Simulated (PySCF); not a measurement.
**Excitation energy of Rh by level of theory**

Rh [Kr] 4d8 5s1 (4F) → Rh [Kr] 4d7 5s1 5p1 (high-spin determinant), as a difference of total energies. Calculation: PySCF 2.14, in aug-cc-pVDZ-PP with ECP28MDF; scalar relativity through the core potential. Correlated levels: valence: 4s2 4p6 frozen. The calculations carry no spin-orbit coupling.

| method | excitation energy (eV) |
| --- | --- |
| UHF | 2.810 |
| MP2 (valence) | 4.255 |
| SCS-MP2 (valence) | 4.388 |
| CCSD (valence) | 4.048 |
| CCSD(T) (valence) | 4.123 |

Problem. How much does correlation contribute at CCSD(T) (valence)?

Solution. 4.123 − (2.810) = 1.313 eV, measured against UHF.

The determinant of the upper state mixes LS terms, which raises its energy above the lowest term, most at the Hartree-Fock and MP2 levels.
